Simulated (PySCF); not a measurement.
Q: Give a PBE0-D3(BJ)/def2-SVP geometry of `C=CCOC1=CC=CC=C1`.

A: 
```
atom  x, y, z in Å
C1     3.304   -0.312   -1.200
C2     2.048   -0.408   -0.764
C3     1.514    0.338    0.419
O4     0.329    1.046    0.129
C5    -0.852    0.392    0.077
C6    -1.024   -0.974    0.332
C7    -2.300   -1.536    0.262
C8    -3.408   -0.760   -0.061
C9    -3.231    0.602   -0.318
C10   -1.968    1.175   -0.251
H11    3.662   -0.890   -2.056
H12    4.027    0.351   -0.713
H13    1.344   -1.073   -1.279
H14    1.349   -0.345    1.275
H15    2.241    1.096    0.747
H16   -0.175   -1.612    0.582
H17   -2.419   -2.603    0.463
H18   -4.402   -1.210   -0.116
H19   -4.090    1.227   -0.575
H20   -1.810    2.237   -0.448
```

Any rigid rotation of these coordinates is as good. Atoms count from 1 in this order. The C–C distances run from 1.332 Å (C1=C2, drawn double) to 1.498 Å (C2–C3, drawn single), a spread of 0.166 Å. Of the pairs four or more bonds apart, H14···H16 is among the closest relative to their van der Waals radii: 2.10 Å, 87 % of the sum of Bondi's values. The 2 C–O bonds span 1.351 Å (O4–C5, drawn single) to 1.410 Å (C3–O4, drawn single), a spread of 0.059 Å. The 6-membered ring C5–C6–C7–C8–C9–C10 has internal angles of 119.0° to 121.0°; it is planar, 0.00 Å rms from its mean plane, widest ring torsion 0°.

Bonds between heavy atoms (Å): C1=C2 1.332, C2–C3 1.498, C3–O4 1.410, O4–C5 1.351, C5–C6 1.400, C6–C7 1.396, C7–C8 1.391, C8–C9 1.397, C9–C10 1.388, C5–C10 1.402.

Level of theory: PySCF, PBE0-D3(BJ)/def2-SVP geometry optimisation, gas phase.

Point group: C1 (no symmetry element, even within 0.4 Å). No frequency check. One conformer, not necessarily the lowest (C1–C2–C3–O4 128°, C2–C3–O4–C5 79°, C3–O4–C5–C6 2°).

The run took 3.3 min wall on Arm Neoverse V1, one thread (shared host). That covers the optimisation of the geometry.
